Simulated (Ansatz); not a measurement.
C2H8ClGaSe (`[CH3][Ga-]([CH3])([Cl])[SeH2+]`) at its PBE0-D4/def2-TZVP geometry, where that method's forces vanish. Charge 0, multiplicity 1.

```xyz
13

C     1.5872   -1.0458    0.6100
Ga    0.3553    0.2998   -0.1253
C    -0.6559    1.7078    0.8041
Cl    0.7731    0.7891   -2.2389
Se   -1.7775   -1.3932   -0.7524
H     1.1818   -1.5148    1.5092
H     1.8059   -1.8190   -0.1281
H     2.5321   -0.5659    0.8778
H    -1.4182    2.1362    0.1513
H     0.0241    2.5133    1.0932
H    -1.1336    1.3296    1.7105
H    -2.2960   -0.4051   -1.7062
H    -0.9783   -2.0318   -1.8052
```

Q: What forces (eV/Å) does r2SCAN-D4/def2-TZVPP give on these atoms in the Gaussian-basis code of Ansatz? (An estimate is asked.)

A: The calculation gave: 
```
C1  -0.006  0.016 -0.007
Ga2 -0.021 -0.018  0.009
C3   0.014 -0.009 -0.009
Cl4  0.015  0.012  0.000
Se5 -0.015 -0.013  0.009
H6   0.011  0.005 -0.014
H7  -0.001  0.011  0.014
H8  -0.013 -0.012 -0.004
H9   0.011 -0.004  0.013
H10 -0.015 -0.010 -0.004
H11  0.006  0.010 -0.014
H12  0.021 -0.012  0.003
H13 -0.007  0.023  0.005
```
